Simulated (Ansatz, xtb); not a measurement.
Molecule: YF3, net charge 0, triplet state. The spin state was set by rule; other spins were not relaxed. 
Geometry from a B3LYP-D3(BJ)/def2-TZVP (Ansatz, an electronic-structure program) optimisation:
```
Y
F 1 2.0584
F 1 2.0584 2 131.69
F 1 2.1128 2 114.16 3 180.00
```
Charge 0, spin multiplicity 3.

Harmonic wavenumbers from GFN2-xTB (xtb, at its own minimum), cm⁻¹: -27, 78, 78, 322, 386, 387.

Question: Give the harmonic wavenumbers at B3LYP-D3(BJ)/def2-TZVP (Ansatz, finite differences of forces, unscaled).

Answer: 84, 86, 87, 311, 367, 441 cm⁻¹. Zero-point energy 2.0 kcal/mol.

Question: From these and the geometry, give the ideal-gas thermochemistry at 298.15 K and 1 atm (rigid rotor, harmonic oscillator).

Answer: Point group C2v, rotational symmetry number 2. Rotational constants 4.54, 3.771, 2.06 GHz. S(trans) 40.84, S(rot) 25.24, S(vib) 14.53, S(elec, spin only) 2.18, S 82.8 cal/(mol K). H(298) - H(0) 4.45 kcal/mol; G - E(el) -18.3 kcal/mol.
